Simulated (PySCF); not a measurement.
Species: C₄H₆N₂OS.
Numbering: `[CH3:1][O:2][c:3]1[s:4][n:5][n:6][c:7]1[CH3:8]` (hydrogens: H9, H10, H11 on C1; H12, H13, H14 on C8)

The same species was optimised twice, with GFN2-xTB and with PBE0-D3(BJ)/def2-SVP (PySCF), and the same property calculations (PySCF, gas phase) were run on both structures.

```tsv
coordinate	GFN2-xTB	PBE0-D3(BJ)/def2-SVP	change
S4–N5 (Å)	1.672	1.743	+0.071
N6–C7 (Å)	1.338	1.357	+0.019
N5–N6 (Å)	1.252	1.261	+0.009
O2–C3 (Å)	1.334	1.327	-0.007
C3–S4 (Å)	1.725	1.719	-0.006
C3–C7 (Å)	1.389	1.386	-0.003
C7–C8 (Å)	1.488	1.489	+0.001
C1–O2 (Å)	1.410	1.409	-0.001
S4–N5–N6 (°)	113.1	110.7	-2.4
O2–C3–C7 (°)	125.7	124.2	-1.5
C1–O2–C3 (°)	116.6	117.8	+1.2
S4–C3–C7 (°)	108.1	109.2	+1.1
N5–N6–C7 (°)	116.6	117.4	+0.8
O2–C3–S4 (°)	126.1	126.6	+0.5
C3–C7–N6 (°)	111.6	112.0	+0.4
N6–C7–C8 (°)	122.5	122.1	-0.4
C1–O2–C3–S4 (°)	0	0	0
```

Rotational constants: A = 2491, B = 1866, C = 1081 MHz (GFN2-xTB) against A = 2465, B = 1847, C = 1070 MHz (PBE0-D3(BJ)/def2-SVP).

On the GFN2-xTB structure: lowest singlet, TDDFT (eV) 4.28 [CAM-B3LYP/def2-SVPD]; isotropic polarisability (au) 82.7 [CAM-B3LYP/def2-SVPD]; HOMO (eV) -8.23 [CAM-B3LYP/def2-SVPD]; LUMO (eV) 0.01 [CAM-B3LYP/def2-SVPD]; dipole (D) 4.62 [CAM-B3LYP/def2-SVPD]; HOMO (eV) -6.95 [PBE0/pcSseg-1]; LUMO (eV) -0.98 [PBE0/pcSseg-1]; dipole (D) 4.68 [PBE0/pcSseg-1]; GIAO shielding of C1 (ppm) 122.0 [PBE0/pcSseg-1]; GIAO shielding of O2 (ppm) 222.2 [PBE0/pcSseg-1]; GIAO shielding of C3 (ppm) 1.9 [PBE0/pcSseg-1]; GIAO shielding of S4 (ppm) 48.5 [PBE0/pcSseg-1]; GIAO shielding of N5 (ppm) -140.4 [PBE0/pcSseg-1]; GIAO shielding of N6 (ppm) -215.0 [PBE0/pcSseg-1]; GIAO shielding of C7 (ppm) 47.5 [PBE0/pcSseg-1]; GIAO shielding of C8 (ppm) 174.4 [PBE0/pcSseg-1].

**Question.** What do these properties become on the PBE0-D3(BJ)/def2-SVP structure?

**Answer.** 
```
                                    property                level  on GFN2-xTB  on PBE0-D3(BJ)/def2-SVP  change
                  lowest singlet, TDDFT (eV)  CAM-B3LYP/def2-SVPD         4.28                     4.30   +0.02
               isotropic polarisability (au)  CAM-B3LYP/def2-SVPD         82.7                     84.4    +1.7
                                   HOMO (eV)  CAM-B3LYP/def2-SVPD        -8.23                    -8.19   +0.04
                                   LUMO (eV)  CAM-B3LYP/def2-SVPD         0.01                    -0.08   -0.09
                                  dipole (D)  CAM-B3LYP/def2-SVPD         4.62                     4.66   +0.04
energy, GFN2-xTB geometry as zero (kcal/mol)  CAM-B3LYP/def2-SVPD          0.0                     -1.3    -1.3
                                   HOMO (eV)        PBE0/pcSseg-1        -6.95                    -6.93   +0.02
                                   LUMO (eV)        PBE0/pcSseg-1        -0.98                    -1.08   -0.10
                                  dipole (D)        PBE0/pcSseg-1         4.68                     4.73   +0.05
energy, GFN2-xTB geometry as zero (kcal/mol)        PBE0/pcSseg-1          0.0                     -1.8    -1.8
                  GIAO shielding of C1 (ppm)        PBE0/pcSseg-1        122.0                    120.9    -1.1
                  GIAO shielding of O2 (ppm)        PBE0/pcSseg-1        222.2                    221.6    -0.6
                  GIAO shielding of C3 (ppm)        PBE0/pcSseg-1          1.9                      5.0    +3.1
                  GIAO shielding of S4 (ppm)        PBE0/pcSseg-1         48.5                      0.6   -47.9
                  GIAO shielding of N5 (ppm)        PBE0/pcSseg-1       -140.4                   -168.7   -28.3
                  GIAO shielding of N6 (ppm)        PBE0/pcSseg-1       -215.0                   -230.2   -15.2
                  GIAO shielding of C7 (ppm)        PBE0/pcSseg-1         47.5                     46.6    -0.9
                  GIAO shielding of C8 (ppm)        PBE0/pcSseg-1        174.4                    172.8    -1.6
```

The heavy atoms differ by 0.031 Å rms after alignment. Among bonds between heavy atoms S4–N5 changes most (+0.071 Å). Changes are differences of the printed values. Neither structure is proved a minimum here.

The values belong to the conformer `[CH3:1][O:2][c:3]1[s:4][n:5][n:6][c:7]1[CH3:8]`: C1–O2–C3–S4 0°.
